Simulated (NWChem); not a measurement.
# H3O3Sb

```xyz
7

Sb    -0.0029     0.0174     0.3807
O      1.5295    -0.9319    -0.4333
H      1.5829    -0.7768    -1.3864
O     -1.4265    -0.7023    -0.8121
H     -1.6310    -1.6330    -0.6622
O     -0.0070     1.6414    -0.7377
H     -0.5744     1.4645    -1.5031
```
Charge 0, spin multiplicity 1.

Program: NWChem. All single points use one geometry, from PBE0/def2-SVP with def2 effective core potentials on Sb, a minimum by its harmonic frequencies. It is one conformer; others weren't searched.

Symmetry labels belong to the abelian group C1 used in the runs, with the axes of the coordinates shown.

Effective core potentials replace the inner electrons of Sb; spin-orbit coupling is left out. The structure started from a generated list of species.

Task: List the lowest 4 singlet excitations that CIS/def2-SVP with def2 effective core potentials on Sb gives, with oscillator strengths.

Result: 
| state | symmetry | energy (eV) | wavelength (nm) | f |
|---|---|---|---|---|
| 1 | a | 7.24 | 171 | 0.280 |
| 2 | a | 7.84 | 158 | 0.236 |
| 3 | a | 8.67 | 143 | 0.141 |
| 4 | a | 8.79 | 141 | 0.123 |
